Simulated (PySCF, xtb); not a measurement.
Isomers of BrH2NSi in order of energy

3 gas-phase structures of BrH2NSi, found in a search over its isomers (lower ones may exist). Each was relaxed with GFN2-xTB:

A. `[H]/N=[SiH]/Br`, a singlet
B. `[H]/N=[SiH]\Br`, a singlet
C. `N[Si]Br`, a singlet

Question: Which do you expect lowest at r2SCAN-D4/def2-SVP, and how would the others follow?

Answer: Calculated order at r2SCAN-D4/def2-SVP: C (0.0), B (24.7), A (29.7) kcal/mol.

Energies above the lowest of each column, in kcal/mol; the last columns are at B3LYP-D3(BJ)/6-311G** geometries:

| structure | GFN2-xTB | HF/STO-3G | r2SCAN-D4/def2-SVP | B3LYP-D3(BJ)/6-311G** | CCSD(T)/def2-SVP + ΔMP2/def2-TZVPP |
| --- | --- | --- | --- | --- | --- |
| C | 8.9 | 0.0 | 0.0 | 0.0 | 0.0 |
| B | 2.0 | 55.6 | 24.7 | 27.1 | 23.7 |
| A | 0.0 | 60.8 | 29.7 | 30.7 | 26.5 |

CCSD(T)/def2-SVP + ΔMP2/def2-TZVPP puts C lowest; GFN2-xTB picks A. Flexible structures stand in one conformer each, not always the lowest. The ΔMP2 step shifts differences by up to 3.1 kcal/mol, which makes them less sure. ΔMP2 is the change of the MP2 energy from the smaller to the larger basis.

Programs: PySCF 2.14.0, xtb 6.7.1 (Pople sets with spherical d functions).
